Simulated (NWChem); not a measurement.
# GaClF2; SMILES [Cl][Ga]([F])[F]

Computed with NWChem. All runs use the structure optimised with PBE0/def2-SVP. Ions are spin-unrestricted doublets at the neutral geometry; other ion states weren't tried.

For level PBE/def2-SVP:

- vertical ionisation energy, ΔSCF (eV) = 12.14
- −ε(HOMO) (eV) = 8.35

Q: What are these values for level CAM-B3LYP/def2-SVP?

A: The vertical ionisation energy, ΔSCF (eV) is 14.37 and the −ε(HOMO) (eV) is 11.24.
